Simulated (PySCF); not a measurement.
**Basis-set dependence of population analyses: `N#Cc1ccoc1`**

Species: C5H3NO.
Numbering: `[N:1]#[C:2][c:3]1[cH:4][cH:5][o:6][cH:7]1` (hydrogens: H8 on C4; H9 on C5; H10 on C7)

PBE0 throughout (PySCF), one geometry, spherical d and f functions. Isolated species at its PBE0-D3(BJ)/def2-SVP geometry, gas phase. The first 7 of 10 kinds of atom are listed.

Mulliken charges (e):

```csv
basis,functions,N1,C2,C3,C4,C5,O6,C7
STO-3G,38,-0.188,+0.071,-0.044,-0.105,+0.008,-0.117,+0.028
pcSseg-0,69,-0.333,+0.112,-0.276,-0.129,+0.102,-0.611,+0.293
6-31G,69,-0.247,+0.013,-0.139,-0.075,+0.044,-0.466,+0.184
6-31G*,104,-0.351,+0.155,-0.020,-0.193,+0.052,-0.382,+0.091
cc-pVDZ,113,-0.123,-0.074,-0.021,-0.038,+0.124,-0.152,+0.168
def2-SVP,113,+0.018,-0.055,-0.207,-0.004,+0.131,-0.210,+0.164
pcSseg-1,134,-0.241,+0.140,-0.258,-0.101,+0.178,-0.344,+0.273
aug-cc-pVDZ,188,-0.320,-0.253,+1.335,+0.615,+0.318,-0.493,+0.205
"6-311+G(2d,p)",207,-0.271,-0.901,+1.244,-0.251,+0.119,-0.234,-0.139
def2-TZVP,235,+0.010,-0.255,+0.204,-0.256,+0.019,-0.167,-0.040
cc-pVTZ,252,-0.113,-0.042,+0.043,-0.202,+0.002,-0.109,-0.028
IGLO-III,275,-0.301,-0.028,+0.202,-0.130,+0.075,-0.235,+0.060
```

IAO charges (e):

| basis | functions | N1 | C2 | C3 | C4 | C5 | O6 | C7 |
| --- | --- | --- | --- | --- | --- | --- | --- | --- |
| STO-3G | 38 | -0.153 | +0.077 | -0.111 | -0.173 | -0.036 | -0.074 | -0.009 |
| pcSseg-0 | 69 | -0.222 | +0.132 | -0.115 | -0.198 | +0.004 | -0.195 | +0.037 |
| 6-31G | 69 | -0.224 | +0.130 | -0.097 | -0.198 | -0.008 | -0.196 | +0.021 |
| 6-31G* | 104 | -0.234 | +0.137 | -0.105 | -0.195 | +0.017 | -0.209 | +0.049 |
| cc-pVDZ | 113 | -0.226 | +0.131 | -0.105 | -0.200 | +0.013 | -0.204 | +0.045 |
| def2-SVP | 113 | -0.224 | +0.131 | -0.107 | -0.196 | +0.017 | -0.204 | +0.049 |
| pcSseg-1 | 134 | -0.235 | +0.139 | -0.108 | -0.200 | +0.014 | -0.210 | +0.047 |
| aug-cc-pVDZ | 188 | -0.240 | +0.141 | -0.106 | -0.204 | +0.012 | -0.210 | +0.045 |
| 6-311+G(2d,p) | 207 | -0.242 | +0.143 | -0.108 | -0.203 | +0.013 | -0.212 | +0.047 |
| def2-TZVP | 235 | -0.241 | +0.142 | -0.107 | -0.204 | +0.015 | -0.213 | +0.048 |
| cc-pVTZ | 252 | -0.239 | +0.141 | -0.107 | -0.204 | +0.014 | -0.211 | +0.047 |
| IGLO-III | 275 | -0.242 | +0.143 | -0.107 | -0.204 | +0.013 | -0.213 | +0.047 |

Hirshfeld charges (e):

| basis | functions | N1 | C2 | C3 | C4 | C5 | O6 | C7 |
| --- | --- | --- | --- | --- | --- | --- | --- | --- |
| STO-3G | 38 | -0.169 | +0.038 | -0.018 | -0.055 | +0.016 | -0.002 | +0.031 |
| pcSseg-0 | 69 | -0.203 | +0.060 | -0.025 | -0.071 | +0.017 | -0.038 | +0.034 |
| 6-31G | 69 | -0.208 | +0.064 | -0.018 | -0.069 | +0.016 | -0.059 | +0.034 |
| 6-31G* | 104 | -0.221 | +0.068 | -0.018 | -0.067 | +0.018 | -0.050 | +0.038 |
| cc-pVDZ | 113 | -0.208 | +0.062 | -0.024 | -0.070 | +0.015 | -0.030 | +0.035 |
| def2-SVP | 113 | -0.213 | +0.070 | -0.025 | -0.071 | +0.018 | -0.036 | +0.037 |
| pcSseg-1 | 134 | -0.217 | +0.072 | -0.026 | -0.070 | +0.020 | -0.048 | +0.040 |
| aug-cc-pVDZ | 188 | -0.220 | +0.071 | -0.026 | -0.070 | +0.019 | -0.055 | +0.040 |
| 6-311+G(2d,p) | 207 | -0.222 | +0.071 | -0.028 | -0.068 | +0.021 | -0.057 | +0.043 |
| def2-TZVP | 235 | -0.222 | +0.072 | -0.026 | -0.069 | +0.019 | -0.052 | +0.041 |
| cc-pVTZ | 252 | -0.220 | +0.071 | -0.024 | -0.070 | +0.018 | -0.046 | +0.039 |
| IGLO-III | 275 | -0.222 | +0.072 | -0.026 | -0.070 | +0.020 | -0.054 | +0.040 |

ESP-fitted charges (e):

```csv
basis,functions,N1,C2,C3,C4,C5,O6,C7
STO-3G,38,-0.377,+0.330,-0.089,-0.169,+0.034,-0.085,+0.029
pcSseg-0,69,-0.487,+0.468,-0.150,-0.257,+0.032,-0.222,+0.059
6-31G,69,-0.468,+0.431,-0.112,-0.226,+0.015,-0.207,+0.037
6-31G*,104,-0.426,+0.339,-0.031,-0.236,-0.057,-0.100,-0.053
cc-pVDZ,113,-0.400,+0.306,-0.024,-0.230,-0.073,-0.075,-0.064
def2-SVP,113,-0.421,+0.338,-0.042,-0.235,-0.043,-0.103,-0.035
pcSseg-1,134,-0.436,+0.353,-0.041,-0.254,-0.054,-0.109,-0.043
aug-cc-pVDZ,188,-0.432,+0.308,+0.052,-0.260,-0.071,-0.085,-0.091
"6-311+G(2d,p)",207,-0.429,+0.296,+0.071,-0.263,-0.090,-0.079,-0.108
def2-TZVP,235,-0.424,+0.291,+0.069,-0.266,-0.078,-0.078,-0.100
cc-pVTZ,252,-0.418,+0.289,+0.055,-0.258,-0.077,-0.075,-0.096
IGLO-III,275,-0.428,+0.294,+0.071,-0.263,-0.078,-0.081,-0.101
```

Q: Which scheme is steadiest as the basis changes?

A: Largest range over the bases for any column: Hirshfeld 0.06 e, IAO 0.14 e, ESP-fitted 0.22 e, Mulliken 1.61 e. Hirshfeld charges move least and Mulliken charges most, counted in e. Without the minimal STO-3G basis the ranges are Hirshfeld 0.03, IAO 0.03, ESP-fitted 0.22, Mulliken 1.61 e.

Q: How much do the charges still move between the two largest bases, cc-pVTZ and IGLO-III?

A: At most, over all atoms: Mulliken 0.188 e, IAO 0.003 e, Hirshfeld 0.008 e, ESP-fitted 0.016 e.

Q: What do the same runs give for the total energy, the frontier levels and the dipole moment?

A: 
```
        basis  energy (Eh)  HOMO (eV)  LUMO (eV)  μ (D)
       STO-3G    -317.8216      -5.65       1.90   3.44
     pcSseg-0    -321.1550      -7.80      -1.09   3.80
        6-31G    -321.7901      -7.46      -0.80   3.70
       6-31G*    -321.8922      -7.25      -0.70   4.01
      cc-pVDZ    -321.9225      -7.34      -0.81   3.94
     def2-SVP    -321.6614      -7.47      -0.92   3.92
     pcSseg-1    -321.8615      -7.56      -1.06   4.05
  aug-cc-pVDZ    -321.9385      -7.50      -1.11   4.14
6-311+G(2d,p)    -321.9867      -7.52      -1.13   4.15
    def2-TZVP    -322.0165      -7.49      -1.06   4.16
      cc-pVTZ    -322.0059      -7.46      -1.00   4.12
     IGLO-III    -322.0192      -7.51      -1.11   4.16
```

The dipole is fixed by the density alone, so its range of 0.72 D shows that the density itself changes with the basis, not only its division among atoms.
